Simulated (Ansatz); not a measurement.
The first iterations of a band of AlFH$_{6}$OSSi (11 atoms, charge 0, multiplicity 1).

Computed with Ansatz, RKS revPBE/cc-pVDZ.

```
movable images  : 9
climbing image  : yes
spring          : 5.0 eV/Å²
optimiser       : quadratic models (default)
start path      : through a guess of the saddle point
force threshold : 0.5 eV/Å
iteration limit : 60
end points      : relaxed
```

First end point:

```xyz
11
Properties=species:S:1:pos:R:3
Al -0.406 -0.022 -0.005
F -0.599 -0.847 1.502
O 1.153 -0.197 -0.809
Si 2.442 -1.240 -1.135
H 1.961 -2.566 -1.687
H 3.342 -0.585 -2.159
H 3.256 -1.510 0.114
H -1.709 0.317 -0.855
S 0.158 2.289 1.155
H 1.489 2.096 0.907
H 0.229 1.654 2.366
```

Last end point:

```xyz
11
Properties=species:S:1:pos:R:3
Al -0.295 -0.075 0.136
F -0.619 -0.702 1.711
O 1.369 -0.228 -0.438
Si 2.465 -1.281 -1.180
H 1.759 -2.331 -2.014
H 3.378 -0.480 -2.081
H 3.310 -1.985 -0.140
H -1.514 0.032 -0.886
S 0.084 2.374 1.001
H 1.429 2.117 0.991
H -0.051 1.949 2.294
```

| iteration | highest image above the first end (eV) | largest band force component (eV/Å) |
| --- | --- | --- |
| 1 | 3.067 | 14.567 |
| 2 | 1.168 | 5.533 |

**Question.** Does the band converge within its limit, and where does its top end?

**Answer.** It converged. It ended after 5 iterations with the highest image 0.510 eV above the first end. The threshold of 0.5 eV/Å is loose, so the images may lie well off the minimum-energy path. The order of the point at the top wasn't checked. Another band between the same ends, with other settings, climbed to 0.005 eV only, so this figure is probably too high.

The run took 100 s on 4 threads of AMD EPYC 7R43 64-Core Processor (Zen 3), on a shared host, peak memory 0.19 GiB.
